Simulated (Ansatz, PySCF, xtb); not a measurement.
Reaction R1 + R2 → P1, each structure at its B3LYP-D3(BJ)/def2-TZVP stationary point, reached from a drawn start (curvature not checked).
R1: H2 (SMILES [H][H]), charge 0, multiplicity 1.
P1, C2H6 (SMILES CC) (charge 0, multiplicity 1):
| atom | x (Å) | y (Å) | z (Å) |
|---|---|---|---|
| C | -0.7557 | 0.1052 | -0.0135 |
| C | 0.7557 | -0.1052 | 0.0135 |
| H | -1.2358 | -0.5563 | -0.7374 |
| H | -1.0089 | 1.1316 | -0.2866 |
| H | -1.2020 | -0.0955 | 0.9627 |
| H | 1.0089 | -1.1316 | 0.2866 |
| H | 1.2358 | 0.5563 | 0.7374 |
| H | 1.2020 | 0.0955 | -0.9627 |
R2, C2H4 (SMILES C=C) (charge 0, multiplicity 1):
```csv
atom,x (Å),y (Å),z (Å)
C,-0.6611,-0.0392,-0.0047
C,0.6611,0.0392,0.0047
H,-1.2848,0.8354,0.1353
H,-1.1749,-0.9815,-0.1527
H,1.2848,-0.8354,-0.1353
H,1.1749,0.9815,0.1527
```

P less R. No zero-point or thermal terms.

The values were computed with Ansatz (an electronic-structure program) with Gaussian orbitals; PySCF for the D3/D4 terms; xtb for the GFN methods. Each number belongs to the level named beside it.

One of these levels gives -52.03 kcal/mol for the reaction energy. Which one is it?
(A) B3LYP-D3(BJ)/def2-TZVPP
(B) GFN2-xTB
(C) BLYP/def2-TZVPP

B, GFN2-xTB. The others give -34.51 (BLYP/def2-TZVPP), -39.04 (B3LYP-D3(BJ)/def2-TZVPP)
